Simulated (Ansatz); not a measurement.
[Co(PH3)Cl5]2- (CoPH₃Cl₅²⁻). The state is a triplet with charge -2. Geometry PBE0-D4/def2-SVPD; atoms count from 1.

Cartesian coordinates in Å:
```
Co 0.5095 0.5235 -0.7652
P -0.5718 -0.5878 0.8649
H 0.3164 -0.9947 1.8951
H -1.3600 -1.7370 0.6752
H -1.4512 0.2691 1.5783
Cl 1.3864 1.2418 -2.7609
Cl 2.4315 0.6296 0.7058
Cl -1.8921 0.0440 -1.4522
Cl -0.3191 2.5874 0.1954
Cl 0.9506 -1.9758 -0.9363
```

A multiply charged anion in the gas phase is held together partly by the finite basis. The highest occupied level of the charge -2 triplet lies above zero (up to 2.10 eV). The electron is either unbound and held by the finite basis, or the level is raised by self-interaction error. At PBE-D4/def2-TZVPD a singlet of charge -2 lies 0.43 eV below the triplet, each at its own geometry.

Problem. Estimate the Mulliken populations from the PBE/def2-TZVPD orbitals of Ansatz.

Solution. 
| atom | charge (e) | spin (α − β) | d electrons |
| --- | --- | --- | --- |
| Co1 | 0.30 | 1.85 | 7.53 |
| P2 | 0.08 | -0.11 | – |
| H3 | 0.10 | -0.01 | – |
| H4 | 0.11 | 0.00 | – |
| H5 | 0.10 | -0.01 | – |
| Cl6 | -0.55 | 0.03 | – |
| Cl7 | -0.55 | 0.10 | – |
| Cl8 | -0.52 | 0.02 | – |
| Cl9 | -0.55 | 0.10 | – |
| Cl10 | -0.52 | 0.02 | – |
Mulliken values depend strongly on the basis. With diffuse functions, as here, like atoms can get unlike values, and bond orders can come out too low or too high.

Problem. Where does the spin sit?

Solution. Summed by element: Co 1.85, P -0.11, H -0.02, Cl 0.28, of 2 unpaired in all. Largest on single atoms: Co1 1.85, P2 -0.11, Cl7 0.10.

Problem. And the Mayer bond orders between heavy atoms (over 0.3)?

Solution. Co1–P2 0.89 (2.25 Å); Co1–Cl6 0.61 (2.30 Å); Co1–Cl7 0.62 (2.42 Å); Co1–Cl8 0.49 (2.54 Å); Co1–Cl9 0.62 (2.42 Å); Co1–Cl10 0.49 (2.54 Å).
